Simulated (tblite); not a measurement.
CH5GaN, charge +1, singlet, at a GFN2-xTB geometry (such geometries of metal compounds can be far from the true shape); GFN1-xTB with ALPB(water) run with tblite.

Input for tblite:
```
$ tblite run mol.xyz --method gfn1 --charge 1 --spin 0 --alpb water --json tblite.json --no-restart

# file mol.xyz
8

Ga    -0.02078167    -0.04139309     0.01871991
C     -0.32965711     1.59034736    -1.18372534
H     -1.18371196     2.14260301    -0.78054048
H     -0.53325475     1.22375778    -2.19427313
H      0.58532729     2.19041600    -1.15293618
N      0.45638313    -1.42157676     1.12474740
H      0.54897475    -2.36245116     0.73536416
H      0.01015732    -1.50218645     2.04118885
```

**Question.** What does tblite print? Leave out banner, timings and long lists.

**Answer.** 
```
xTB calculator
 | screened Coulomb repulsion
 | Coulomb electrostatics
 |  * isotropic Klopman-Ohno-Mataga-Nishimoto electrostatics
 |  * onsite third-order electrostatics
 | DFT-D3(BJ) dispersion correction
 | Interactions (3)
 | [1] alpb/gbsa reaction field model
 | [2] cds contribution to solvation
 | [3] empirical free energy shift and standard state/solvent correction

halogen bonding energy    0.0000000000000E+00 Eh
repulsion energy          9.6081920744137E-02 Eh
dispersion energy        -1.6419871543164E-03 Eh
interaction energy       -1.0593935691507E-03 Eh
number of electrons       1.6000000000000E+01 e
integral cutoff           4.0000000000000E+01 bohr

------------------------------------------------------------
  cycle        total energy    energy error   density error
------------------------------------------------------------
      1     -8.675613588928  -8.7689941E+00   6.4845354E-01
      2     -8.935125111884  -2.5951152E-01   2.3536782E-01
      3     -8.936554759084  -1.4296472E-03   1.3371390E-01
      4     -8.937749034911  -1.1942758E-03   2.0088574E-02
      5     -8.938704408805  -9.5537389E-04   2.8429815E-03
      6     -8.938704547979  -1.3917424E-07   2.5747880E-03
      7     -8.938719658067  -1.5110088E-05   3.9325048E-04
      8     -8.938719910658  -2.5259100E-07   9.0413945E-05
      9     -8.938719927838  -1.7180039E-08   2.5204437E-05
     10     -8.938719929381  -1.5428885E-09   1.4301231E-07
------------------------------------------------------------

electronic energy        -9.0321004694016E+00 Eh
total energy             -8.9387199293810E+00 Eh

Post processing:
 | Mayer-Wiberg bond orders

[Info] JSON dump of results written to 'tblite.json'
```
